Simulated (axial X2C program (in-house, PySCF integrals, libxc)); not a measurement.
# Spin–orbit effects down a group: molecules with Se, HF

All values come from calculations with an in-house relativistic program for diatomic molecules, spin-free (one-electron X2C) or two-component (2c: spin–orbit coupling with atomic mean-field Coulomb and Gaunt terms, which also bring small scalar terms), in Dyall basis sets with cores contracted in-house; open shells are unrestricted.

Basis sets: C dyall-v3z, Ge dyall-v3z, Se dyall-cv3z, Se dyall-v3z, Si dyall-v3z.

```tsv
molecule	spin-free state	Re (Å)	ωe (cm⁻¹)	De (eV)	2c state	Re 2c (Å)	ωe 2c (cm⁻¹)	De 2c (eV)
CSe	M_S = 0, Λ = 0	1.648	1156.6	2.88	Ω = 0	1.649	1154.2	n/a
SiSe	M_S = 0, Λ = 0	2.043	629.6	3.18	Ω = 0	2.044	628.4	n/a
GeSe	M_S = 0, Λ = 0	2.118	440.0	2.72	Ω = 0	2.119	438.8	n/a
```

Each entry is the lowest single determinant of a limited PBE0 search at one distance. De goes to single-determinant-based atoms at the same level (for ions the charge split of lowest energy) and is withheld (n/a) where an atom does not fit its ground term or J level. Main or longest-lived isotopes.
